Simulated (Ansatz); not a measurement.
Born–Oppenheimer molecular dynamics of Cl₂F₂H₄OW (10 atoms, charge 0, multiplicity 1). It starts at the highest image of a converged band, a first-order saddle point between two minima.

Level of theory: RKS PBE0/def2-SVP in Ansatz 0.2.0.

- ensemble: NVE (velocity Verlet)
- time step: 0.5 fs
- steps asked: 200
- starting velocities drawn for: 100 K
- seed: 11650

First frame:

```xyz
10
Properties=species:S:1:pos:R:3
W -0.366 0.097 -0.276
F -0.444 -0.113 2.124
H 1.134 0.237 0.470
H 0.696 1.411 -0.143
Cl -2.568 -0.795 -0.126
Cl 0.394 -2.086 -0.127
F -0.111 0.246 -2.071
O -1.307 1.577 0.594
H -2.268 1.427 0.597
H -0.847 0.746 2.123
```

(1) How far do the bonds stretch over the last three quarters of this one trajectory? (Pairs bonded in most of those frames.)

Results:

(1) 
```csv
bond,mean (Å),spread (Å),shortest,longest
W1–F2,2.418,0.051,2.29,2.46
W1–H3,1.673,0.008,1.66,1.69
W1–H4,1.691,0.023,1.66,1.73
W1–Cl5,2.367,0.038,2.33,2.44
W1–Cl6,2.332,0.021,2.30,2.38
W1–F7,1.815,0.015,1.79,1.84
W1–O8,1.971,0.018,1.94,2.00
F2–H10,0.955,0.010,0.94,0.98
O8–H9,0.973,0.007,0.96,0.98
```

Pairs bonded in part of these frames only: W1–H10 18 %.

Mean temperature of the second half: 77 K. The conserved energy stayed within 0.02 meV per atom of its start (net change 0.015 meV per atom), so the integration is sound. A run of 0.1 ps of so small a system gives no equilibrium averages. The orbitals stay closed-shell, which can raise the energy where a bond breaks towards radicals; this wasn't checked here.

Time of the run: 12 min on 4 threads of Arm Neoverse V1, with other jobs on the host, peak memory 0.36 GiB.
